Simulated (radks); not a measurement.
Excited configurations of the tungsten ion W3+: one electron is placed in a higher orbital outside [Xe] 4f14 5d2. The ground configuration is [Xe] 4f14 5d3. Calculated with a radial shooting solver on a logarithmic mesh with Libxc functionals: scalar-relativistic Kohn-Sham, PBE, spin-polarised, spherical densities, point nucleus; open shells are filled with parallel spins first (spin-orbit coupling, left out, can overturn this in heavy ions). Excitation = E - E(ground); binding = E(ion) - E, where the ion is the core of charge +4; n* = 4/sqrt(2 binding) in atomic units, and the quantum defect is n - n*.

outer orbital	excitation (eV)	binding (eV)	n*	eigenvalue (eV)	<r> (bohr)
5f	23.081	15.048	3.803	-12.419	3.867
6s	3.464	34.665	2.506	-30.625	2.535
6p	11.534	26.595	2.861	-23.284	3.029
6d	20.811	17.318	3.545	-15.127	4.204
6f	28.187	9.942	4.679	-8.647	6.930
7s	20.560	17.569	3.520	-15.771	4.839
7p	23.484	14.645	3.855	-13.094	5.587
7d	27.395	10.734	4.503	-9.508	7.206
7f	31.213	6.916	5.610	-6.144	10.69

The Delta-SCF ionisation energy is 38.129 eV (NIST Atomic Spectra Database: 38.2 eV, semi-empirical). Self-interaction in the functional shifts the binding energies and quantum defects, so they are the method's values and not measured ones. Open shells are spherical and high-spin; term and fine-structure splittings are not resolved. Spin-orbit splitting is averaged out at the scalar-relativistic level.
